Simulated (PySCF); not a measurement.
# Mayer bond orders and bond lengths

Compound: C₂HF₅S.
SMILES with atom numbers: `[CH:1]#[C:2][S:3]([F:4])([F:5])([F:6])([F:7])[F:8]` (hydrogens: H9 on C1)

Cartesian coordinates in Å at the PBE0-D3(BJ)/def2-SVP level; atoms count from 1:
```xyz
9
C2HF5S angstrom
C      2.1651   -0.0835   -0.0026
C      0.9609   -0.0340   -0.0044
S     -0.7706    0.0309   -0.0038
F     -0.8602   -1.5391   -0.2818
F     -0.7460    1.6036    0.2749
F     -2.3662    0.0883   -0.0023
F     -0.8105   -0.2466    1.5688
F     -0.7956    0.3117   -1.5761
H      3.2404   -0.1246    0.0021
```

Bond orders from the PBE0/pcSseg-1 density (PySCF). Isolated species at its PBE0-D3(BJ)/def2-SVP geometry, gas phase.

(1) Where do the orders between heavy atoms depart from those drawn in the SMILES?

(2) Set the Mayer orders of the bonds beside their lengths.

Results:

(1) The largest departure is 0.407, at C1–C2 (drawn triple, 2.593). Drawn double or triple, more than 0.30 short of the drawn order: C1–C2 (2.593).

(2) 
```json
{"bond": "C1–C2", "drawn as": "triple", "length (Å)": "1.205", "Mayer order": "2.593"}
{"bond": "C2–S3", "drawn as": "single", "length (Å)": "1.733", "Mayer order": "0.891"}
{"bond": "S3–F4", "drawn as": "single", "length (Å)": "1.597", "Mayer order": "0.900"}
{"bond": "S3–F5", "drawn as": "single", "length (Å)": "1.597", "Mayer order": "0.899"}
{"bond": "S3–F6", "drawn as": "single", "length (Å)": "1.597", "Mayer order": "0.950"}
{"bond": "S3–F7", "drawn as": "single", "length (Å)": "1.597", "Mayer order": "0.899"}
{"bond": "S3–F8", "drawn as": "single", "length (Å)": "1.597", "Mayer order": "0.899"}
{"bond": "C1–H9", "drawn as": "single", "length (Å)": "1.076", "Mayer order": "1.132"}
```

By pair of heavy elements: F–S: lowest S3–F5, S3–F7, S3–F8 and 1 more (0.899, 1.597 Å), highest S3–F6 (0.950, 1.597 Å). Bonds named together lie within 0.004.

Question: Sum the orders of all bonds at each heavy atom with more than one neighbour and set the sums beside the valence in the SMILES.

Answer: C1 3.725 (drawn 4), C2 3.484 (drawn 4), S3 5.438 (drawn 6). Orders between atoms that aren't bonded are not in these sums.

The Mayer order sums products of elements of PS (density times overlap matrix) between the two atoms' basis functions, so it depends on the basis set.
